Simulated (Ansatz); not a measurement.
`F[SiH2]SS` + NH₃ → `N[SiH2]SS` + H–F  (ligand exchange at the Si–F bond)

Program: Ansatz. Geometries: PBE0-D4/def2-TZVP. ΔE: electronic, gas phase. CBS: MP2 limit from def2 TZ/QZ plus the TZ coupled-cluster correction, frozen cores. This one scheme is used for every species. Functionals use def2-TZVPP. B3LYP here is the variant with VWN-RPA as its local correlation; programs differ in this. HSE06 is defined as in plane-wave codes. Each species was taken in one conformer, which may not be the lowest.

`F[SiH2]SS`:

```xyz
7

F     1.402    0.817   -1.799
Si    0.483   -0.003   -0.780
S    -0.656    1.392    0.365
S    -1.527   -0.219    1.323
H    -0.421   -0.870   -1.563
H     1.368   -0.777    0.118
H    -0.647   -0.340    2.335
```

NH₃:

Z-matrix (Å, degrees):
```
N
H 1 1.013
H 1 1.013 2 107.1
H 1 1.013 2 107.1 3 -114.5
```

`N[SiH2]SS`:

```xyz
9

N    -1.330    0.397    0.357
Si    0.294    0.368    0.881
S     1.808    0.299   -0.654
S     1.262   -1.521   -1.462
H    -1.699    1.188   -0.145
H    -1.777   -0.461    0.076
H     0.458   -0.835    1.728
H     0.602    1.633    1.595
H     0.383   -1.067   -2.374
```

H–F:

```xyz
2

F     0.343    0.129    0.278
H    -0.343   -0.129   -0.278
```

| level | ΔE (kJ/mol) | difference from CCSD(T)/CBS |
| --- | --- | --- |
| LDA (SPW92) | 70.3 | -4.3 |
| revPBE-D4 | 69.4 | -5.2 |
| BLYP-D4 | 76.3 | 1.7 |
| r2SCAN-D4 | 79.8 | 5.2 |
| B97M-V | 85.2 | 10.6 |
| PBE0-D4 | 71.7 | -2.9 |
| B3LYP-D4 | 76.2 | 1.6 |
| r2SCANh-D4 | 78.7 | 4.1 |
| r2SCAN0-D4 | 77.2 | 2.6 |
| HSE06-D4 | 71.5 | -3.1 |
| BHLYP-D4 | 77.9 | 3.3 |
| CAM-B3LYP-D4 | 78.6 | 4.0 |
| ωB97X-V | 78.3 | 3.7 |
| ωB97M-V | 78.5 | 3.9 |
| B2PLYP | 80.8 | 6.2 |
| PBE-QIDH | 74.7 | 0.1 |
| PBE | 77.0 | 2.4 |
| revPBE | 78.6 | 4.0 |
| BLYP | 84.7 | 10.1 |
| PBE0 | 75.6 | 1.0 |
| B3LYP | 82.8 | 8.2 |
| r2SCAN0 | 78.7 | 4.1 |
| HSE06 | 75.2 | 0.6 |
| BHLYP | 83.2 | 8.6 |
| CAM-B3LYP | 82.6 | 8.0 |
| LC-ωPBE | 76.9 | 2.3 |
| RPA@PBE/def2-TZVPP | 79.1 | 4.5 |
| HF/def2-SVP | 72.5 | -2.1 |
| CCSD/def2-SVP | 71.2 | -3.4 |
| CCSD(T)/def2-SVP | 70.8 | -3.8 |
| HF/def2-TZVPP | 85.2 | 10.6 |
| MP2/def2-TZVPP | 74.3 | -0.3 |
| SCS-MP2/def2-TZVPP | 78.2 | 3.6 |
| CCSD/def2-TZVPP | 77.3 | 2.7 |
| CCSD(T)/def2-TZVPP | 76.1 | 1.5 |
| HF/def2-QZVPP | 86.4 | 11.8 |
| MP2/def2-QZVPP | 73.9 | -0.7 |
| SCS-MP2/def2-QZVPP | 77.6 | 3.0 |
| HF/CBS(def2) | 86.5 | 11.9 |
| MP2/CBS(def2) | 72.8 | -1.8 |
| CCSD(T)/CBS | 74.6 | 0 |

Largest T1 diagnostic among the species: 0.012.

In def2-TZVPP, CCSD(T) changes the Hartree–Fock value by −9.1 kJ/mol (the triples alone add −1.2 kJ/mol) and MP2 by −10.9 kJ/mol. At CCSD(T), def2-SVP lies −3.8 kJ/mol from the extrapolated value and def2-TZVPP +1.5 kJ/mol.
